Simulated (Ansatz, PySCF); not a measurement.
Gas-phase reaction (SMILES): Cl[Si](Br)(Br)Br [tribromo(chloro)silane] + O (H2O) → O[Si](Br)(Br)Br [tribromo(hydroxy)silane] + Cl (HCl); water cleaves one Si-Cl bond, a model of a ligand-exchange step.

Each molecule is optimised on its own at B3LYP-D3(BJ)/def2-TZVP (Ansatz, a quantum-chemistry and plane-wave program), one conformer each, not searched for the lowest. Cores are frozen in the correlated levels unless marked. No spin-orbit coupling. The frozen core is the preceding noble-gas configuration, with the filled d and f shells of earlier blocks. Non-relativistic. CBS(X,Y): correlation extrapolated as X^-3; Hartree-Fock from the larger set. Thermal terms are rigid-rotor harmonic-oscillator values from B3LYP-D3(BJ) frequencies (Ansatz or PySCF) at 298.15 K and 1 atm. 1 Eh = 627.5095 kcal/mol.

| species | E, CCSD(T)/CBS(def2-TZVPPD,def2-QZVPPD) (Ansatz) (Eh) | E, PBE-D3(BJ)/def2-TZVPD (Ansatz + dftd3) (Eh) | H - E (Eh) |
|---|---|---|---|
| Cl[Si](Br)(Br)Br | -8467.09603 | -8470.90303 | 0.01391 |
| O (H2O) | -76.37558 | -76.38147 | 0.02495 |
| O[Si](Br)(Br)Br | -8083.09746 | -8086.65778 | 0.02646 |
| Cl (HCl) | -460.37886 | -460.62865 | 0.01000 |

Problem. Work out ΔE and ΔH at 298.15 K at the first level, then ΔH at the second.

Solution. 
1. ΔE = [(-8083.09746) + (-460.37886)] - [(-8467.09603) + (-76.37558)] = -0.00471 Eh = -3.0 kcal/mol at CCSD(T)/CBS(def2-TZVPPD,def2-QZVPPD).
2. The terms H - E add up to -0.00240 Eh, so ΔH = (-0.00471 + (-0.00240))×627.5095 = -4.5 kcal/mol.
3. At PBE-D3(BJ)/def2-TZVPD the same steps give ΔE = -1.2 and ΔH = -2.7 kcal/mol, a shift of +1.8 from the first level.
4. These values are not checked against measurement here, since the tables used lack a sound gas-phase enthalpy of formation for at least one species.
